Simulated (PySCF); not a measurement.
**Question.** Give a PBE0-D3(BJ)/def2-SVP geometry of `N[Si@@H]([SiH3])c1ccncc1`.

**Answer.** 
```xyz
19
C5H10N2Si2 angstrom
N     -1.3654    1.8463   -1.1779
Si    -1.1572    0.8888    0.2552
Si    -2.7364   -0.8432    0.1786
C      0.5744    0.1505    0.2081
C      1.2571   -0.2237    1.3718
C      2.5205   -0.8042    1.2633
N      3.1308   -1.0241    0.1015
C      2.4872   -0.6692   -1.0077
C      1.2197   -0.0872   -1.0120
H     -0.7603    2.6483   -1.3265
H     -2.3043    2.0499   -1.5028
H     -1.2861    1.6072    1.5699
H     -2.4948   -1.7014   -1.0225
H     -4.1319   -0.3031    0.1007
H     -2.6249   -1.6881    1.4080
H      0.8184   -0.0623    2.3610
H      3.0677   -1.1028    2.1655
H      3.0077   -0.8576   -1.9544
H      0.7376    0.1866   -1.9545
```

Any rigid rotation of these coordinates is as good. Atoms count from 1 in this order. N1 (silicon-bound nitrogen) has angles 119.1°, 119.0° and 110.3°, sum 348.3°, 0.24 Å off the plane of its three neighbours. Si3 (SiH3 silicon) is tetrahedral (angles from 108.4° to 111.3°). Of the pairs four or more bonds apart, N1···H19 is among the closest relative to their van der Waals radii: 2.79 Å, 101 % of the sum of Bondi's values. The 6-membered ring C4–C5–C6–N7–C8–C9 has internal angles of 117.0° to 123.6°; it is planar, 0.00 Å rms from its mean plane, widest ring torsion 0°.

Bonds between heavy atoms (Å): N1–Si2 1.736, Si2–Si3 2.345, Si2–C4 1.883, C4–C5 1.400, C5–C6 1.395, C6–N7 1.331, N7–C8 1.331, C8–C9 1.395, C4–C9 1.401.

Method used: PBE0-D3(BJ)/def2-SVP geometry optimisation, gas phase (PySCF).

Point group: C1 (no symmetry element, even within 0.4 Å). No frequency check. One conformer, not necessarily the lowest (H–N1–Si2–Si3 180° and 41°, N1–Si2–C4–C5 155°).

Hardware: Arm Neoverse N1, one thread, no GPU, shared host with 64 logical CPUs at a one-minute load of 59. Cost: 5.1 min, 0.86 GiB resident at most. This is the geometry optimisation.
